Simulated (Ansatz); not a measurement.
Input file for Ansatz (a quantum-chemistry and plane-wave program): U-r2SCAN/def2-TZVPP on NaLi-, 2S+1 = 2, a spin state set in the input, which need not be the lowest, a point of a bond scan (R = 3.407 Å). Charge -1.

Ansatz 0.2 input:
```yaml
crystal:
  periodic: [false, false, false]
  atoms:
    - {symbol: Li, position_ang: [0.00000000, 0.00000000, 0.00000000]}
    - {symbol: Na, position_ang: [0.00000000, 0.00000000, 3.40713600]}
basis:
  gaussian:
    orbitals: def2-TZVPP
    pivot_positions_ang: [[0.00000000, 0.00000000, 0.00000000], [0.00000000, 0.00000000, 3.40713600]]
hamiltonian:
  xc: {name: r2SCAN}
total_charge: -1
magnetization: {spin_polarized: true, initial_magnetization: 1}
output: {forces: true, orbitals: {seedname: ./end}}
```

The head of its log:

```
WARN ansatz: RAYON_NUM_THREADS=2 ignored (pool sized by the plan → 2); use --threads N
Functional definition: r2SCAN
integrals: 0.01 GiB planned
422 factors; their error is unknown
mean field: 0.17 GiB planned
mean field evaluation 1: about -4619.4871 eV, gradient 2.1e0 eV
mean field evaluation 2: about -4619.5420 eV, gradient 1.9e0 eV
```

Problem. Give the final energy of this run.

Solution. -169.7676 hartree. Its determinant has ⟨S²⟩ = 0.88, a mixture of spin states.
